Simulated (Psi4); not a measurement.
Method: SAPT0/jun-cc-pVDZ, frozen core in Psi4 1.11.

Psi4 input:

```
molecule {
0 1
C -0.44531506 -0.73432229 0.12605145
C 0.86703909 -0.01897833 -0.03601118
C -0.42173522 0.75330627 -0.09001989
H -0.78669659 -1.36095606 -0.68672194
H -0.70642236 -1.10135534 1.10937086
H 1.49380724 0.09800358 0.83765418
H 1.41348672 -0.16158818 -0.95844077
H -0.66695643 1.39275904 0.74710366
H -0.74720740 1.13313132 -1.04898637
--
1 1
O 3.57508921 -2.29714143 -0.29757600
H 3.77442867 -1.63481010 0.39828905
H 4.32262984 -2.45182597 -0.91394153
H 2.72073275 -2.13862260 -0.75319683
units angstrom
symmetry c1
no_reorient
no_com
}
set basis jun-cc-pvdz
set scf_type df
set freeze_core true
energy('sapt0')
```

Part of the output:

```
    SAPT Results
  --------------------------------------------------------------------------------------------------------
    Electrostatics                 -2.29729338 [mEh]      -1.44157336 [kcal/mol]      -6.03154293 [kJ/mol]
      Elst10,r                     -2.29729338 [mEh]      -1.44157336 [kcal/mol]      -6.03154293 [kJ/mol]

    Exchange                        1.10456241 [mEh]       0.69312338 [kcal/mol]       2.90002822 [kJ/mol]
      Exch10                        1.10456241 [mEh]       0.69312338 [kcal/mol]       2.90002822 [kJ/mol]
      Exch10(S^2)                   1.10383190 [mEh]       0.69266497 [kcal/mol]       2.89811025 [kJ/mol]

    Induction                      -6.23185786 [mEh]      -3.91054985 [kcal/mol]     -16.36174055 [kJ/mol]
      Ind20,r                      -6.43004084 [mEh]      -4.03491154 [kcal/mol]     -16.88206989 [kJ/mol]
      Exch-Ind20,r                  0.59982653 [mEh]       0.37639683 [kcal/mol]       1.57484433 [kJ/mol]
      delta HF,r (2)               -0.40164355 [mEh]      -0.25203513 [kcal/mol]      -1.05451500 [kJ/mol]

    Dispersion                     -0.86350669 [mEh]      -0.54185863 [kcal/mol]      -2.26713649 [kJ/mol]
      Disp20                       -0.90376189 [mEh]      -0.56711915 [kcal/mol]      -2.37282652 [kJ/mol]
      Exch-Disp20                   0.04025520 [mEh]       0.02526052 [kcal/mol]       0.10569003 [kJ/mol]
      Disp20 (SS)                  -0.45188094 [mEh]      -0.28355957 [kcal/mol]      -1.18641326 [kJ/mol]
      Disp20 (OS)                  -0.45188094 [mEh]      -0.28355957 [kcal/mol]      -1.18641326 [kJ/mol]
      Exch-Disp20 (SS)              0.02304815 [mEh]       0.01446293 [kcal/mol]       0.06051291 [kJ/mol]
      Exch-Disp20 (OS)              0.01720705 [mEh]       0.01079759 [kcal/mol]       0.04517711 [kJ/mol]

  Total HF                         -7.42458882 [mEh]      -4.65899983 [kcal/mol]     -19.49325527 [kJ/mol]
  Total SAPT0                      -8.28809551 [mEh]      -5.20085845 [kcal/mol]     -21.76039176 [kJ/mol]
```
